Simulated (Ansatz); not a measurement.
A nudged elastic band was laid between two geometries of BClH₂OSe (6 atoms, charge 0, multiplicity 1).

Theory: RKS revPBE-D4/def2-SVP in Ansatz 0.2.0.

- movable images: 7
- climbing image: yes
- spring: 5.0 eV/Å²
- optimiser: quadratic models (default)
- start path: through a guess of the saddle point
- force threshold: 0.05 eV/Å
- iteration limit: 60
- end points: relaxed

Image 0:

```xyz
6
Properties=species:S:1:pos:R:3
O 0.249 1.829 -0.441
Se 0.617 0.127 -1.081
B 0.036 -0.909 0.435
Cl 0.240 -2.664 0.377
H -0.686 1.982 -0.688
H -0.456 -0.365 1.397
```

Image 8:

```xyz
6
Properties=species:S:1:pos:R:3
O 0.667 2.174 -0.016
Se 0.541 0.732 -0.844
B 0.007 -0.697 0.525
Cl -0.289 -2.334 -0.017
H -0.921 0.529 -1.348
H -0.006 -0.404 1.699
```

Question: What changes between the two ends?

Answer: Bonds broken: O1–H5. Bonds formed: Se2–H5.

Question: What energy profile does the band end with?

Answer: The run converged. The highest image is number 5 of 0 to 8, 3.21 eV above the first end and 1.13 eV above the last; the last end lies 2.08 eV above the first. Neighbouring images differ by up to 1.7 eV, so the band resolves the path poorly. A vibrational analysis at the climbing image gives one clearly imaginary mode, 1184i cm⁻¹: a first-order saddle point. The orbitals stay closed-shell, which can raise the energy where a bond breaks towards radicals; this wasn't checked here.

```csv
image,path coordinate (Å),energy (eV),O1–H5 (Å),Se2–H5 (Å)
0,0.00,0.00,0.98,2.30
1,0.30,0.03,0.98,2.27
2,0.61,0.16,0.98,2.15
3,0.91,0.86,1.07,1.84
4,1.21,2.56,1.41,1.63
5,1.52,3.21,1.77,1.51
6,1.91,2.51,2.22,1.50
7,2.30,2.09,2.62,1.56
8,2.70,2.08,2.65,1.56
```

Question: What is the geometry of the highest image?

Answer: 
```xyz
6
Properties=species:S:1:pos:R:3:forces:R:3
O 0.336 2.166 -0.160 0.00 0.01 0.00
Se 0.659 0.547 -0.862 -0.01 0.00 0.01
B 0.033 -0.811 0.473 0.00 -0.02 0.00
Cl 0.122 -2.508 0.021 0.00 0.02 0.00
H -0.751 1.058 -1.016 0.00 -0.01 0.00
H -0.399 -0.452 1.544 0.01 0.00 -0.01
```

The run took 97 s on 2 threads of Intel(R) Xeon(R) Platinum 8488C (Sapphire Rapids) (shared host), peak memory 0.15 GiB.
